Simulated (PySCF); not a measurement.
Nuclear quadrupole coupling in `CC#C[SiH2]/C=C/[Si@@H](Cl)OC`

Species: C6H11ClOSi2.
SMILES with atom numbers: `[CH3:1][C:2]#[C:3][SiH2:4]/[CH:5]=[CH:6]/[Si@@H:7]([Cl:8])[O:9][CH3:10]` (hydrogens: H11, H12, H13 on C1; H14, H15 on Si4; H16 on C5; H17 on C6; H18 on Si7; H19, H20, H21 on C10)

Cartesian coordinates in Å at the GFN2-xTB level; atoms count from 1:
```
atom  x, y, z in Å
C1    -4.8671   -0.2896    1.3804
C2    -3.8640   -0.1153    0.3539
C3    -3.0283    0.0314   -0.5026
Si4   -1.7408    0.2639   -1.8048
C5    -0.1264   -0.4518   -1.1406
C6     0.9250    0.2652   -0.7527
Si7    2.5187   -0.4676   -0.0970
Cl8    3.6931   -1.1739   -1.6008
O9     3.2384    0.8047    0.6011
C10    4.5412    0.9233    1.0945
H11   -5.6870   -0.8997    1.0012
H12   -4.4306   -0.7828    2.2490
H13   -5.2601    0.6804    1.6851
H14   -1.5847    1.6982   -2.0751
H15   -2.1448   -0.4693   -3.0125
H16   -0.0627   -1.5316   -1.0639
H17    0.8676    1.3454   -0.8213
H18    2.3559   -1.5912    0.8250
H19    5.2678    0.5706    0.3590
H20    4.6568    0.3419    2.0120
H21    4.7229    1.9765    1.3094
```

Field gradients from the PBE0/pcSseg-1 density (PySCF, non-relativistic), principal values in atomic units, ordered |Vxx| ≤ |Vyy| ≤ |Vzz|:

| atom | Vxx | Vyy | Vzz |
| --- | --- | --- | --- |
| Cl8 | -0.8301 | -1.0791 | 1.9092 |
| O9 | -0.5533 | -1.1455 | 1.6988 |

Task: Find the asymmetry η = (Vxx − Vyy)/Vzz and the couplings χ = eQV/h (234.96 MHz × Q in barn × V in au), with Q(35Cl) = −0.0817 b, Q(17O) = −0.0256 b.

Result: 
```
atom             environment  nucleus     η  χzz (MHz)  χxx (MHz)  χyy (MHz)
 Cl8  silicon-bound chlorine     35Cl  0.13     -36.65      15.94      20.72
  O9      silyl ether oxygen      17O  0.35     -10.22       3.33       6.89
```

The tensor is traceless: Vxx + Vyy + Vzz = 0.

Task: What is Vzz at O9 in SI units (1 au = 9.71736 × 10²¹ V/m²)?

Result: 1.6988 au = 16.508 × 10²¹ V/m².

Task: And the gradient at the other heavy atoms, for which no coupling is worked out here?

Result: 
```
atom             environment  Vzz (au)     η
  C1      propargylic carbon     0.126  0.01
  C2           alkyne carbon    -0.348  0.04
  C3           alkyne carbon    -0.291  0.01
 Si4            SiH2 silicon     0.254  0.72
  C5        alkene CH carbon     0.403  0.31
  C6        alkene CH carbon     0.374  0.34
 Si7  chlorine-bound silicon     0.585  0.91
 C10          methoxy carbon     0.436  0.04
```

Were the hydrogens deuterons (Q(2H) = 0.00286 b), χzz would run from 105 kHz (H15, H14 and H18) to 217 kHz (H17 and H16).

One conformer (not necessarily the lowest) at the GFN2-xTB geometry, without solvent, vibrations or thermal averaging. GFN2-xTB bond lengths can be off by several hundredths of an ångström, more for odd bonds, and the gradients follow them. A larger basis could move these couplings by a tenth or more.

These values come from a run that also computed NMR shieldings. On one thread of an Intel Xeon Platinum 8488C (shared host), this took 75 s of wall time (grids of density and orbitals included) and 1.1 GiB of memory at its peak.
